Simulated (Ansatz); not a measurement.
A nudged elastic band was laid between two geometries of Al2F2H4O2 (10 atoms, charge 0, multiplicity 1).

Level of theory: RHF/def2-SVP (Ansatz 0.2.0).

```json
{
 "movable images": "5",
 "climbing image": "yes",
 "spring": "5.0 eV/Å²",
 "optimiser": "quadratic models (default)",
 "start path": "through a guess of the saddle point",
 "force threshold": "0.2 eV/Å",
 "iteration limit": "60",
 "end points": "relaxed"
}
```

Image 0:

```xyz
10
Properties=species:S:1:pos:R:3
Al -0.329 0.382 0.685
O -0.379 -1.161 1.337
H -0.595 -2.001 0.974
F 1.329 1.077 0.562
F -1.160 0.756 -0.692
O -0.449 1.689 1.950
Al 1.273 2.416 1.830
H 2.154 2.033 3.073
H 1.280 3.822 1.133
H -1.147 1.861 2.564
```

Image 6:

```xyz
10
Properties=species:S:1:pos:R:3
Al 0.042 0.572 0.299
O -0.572 -0.778 1.575
H -1.433 -1.147 1.411
F 1.180 -0.233 -0.595
F -1.436 0.731 -0.449
O 0.557 1.768 1.374
Al 1.187 3.105 2.175
H 1.272 3.044 3.752
H 1.668 4.374 1.375
H -0.489 -0.565 2.497
```

(1) What changes between the two ends?

(2) Give the energies along the band, and the barrier.

(3) What is the geometry of the highest image?

The band took 15 iterations and about 3 core-minutes.

Results:

(1) Bonds broken: F4–Al7, O6–H10. Bonds formed: O2–H10.

(2) It converged. The highest image is number 3 of 0 to 6, 183.7 kJ/mol above the first end and 90.5 kJ/mol above the last; the last end lies 93.3 kJ/mol above the first. The threshold of 0.2 eV/Å is loose, so the images may lie well off the minimum-energy path. The order of the point at the top wasn't checked. The orbitals stay closed-shell, which can raise the energy where a bond breaks towards radicals; this wasn't checked here.

```csv
image,path coordinate (Å),energy (kJ/mol),F4–Al7 (Å),O6–H10 (Å),O2–H10 (Å)
0,0.00,0.0,1.84,0.94,3.35
1,1.39,42.0,2.08,0.95,2.57
2,2.78,110.4,3.51,0.96,2.15
3,4.17,183.7,4.20,1.22,1.19
4,4.83,111.7,4.26,1.99,0.96
5,5.49,95.5,4.32,2.56,0.95
6,6.14,93.3,4.34,2.79,0.95
```

(3) 
```xyz
10
Properties=species:S:1:pos:R:3
Al -0.171 0.536 0.097
O -0.361 -0.662 1.458
H -0.973 -1.331 1.720
F 1.097 0.241 -0.919
F -1.597 0.957 -0.620
O 0.295 1.467 1.580
Al 1.044 2.748 2.446
H 1.714 2.362 3.813
H 0.960 4.198 1.858
H -0.032 0.358 1.981
```

Time of the run: 110 s on 2 threads of Arm Neoverse V1, on a shared host, peak memory 0.23 GiB.
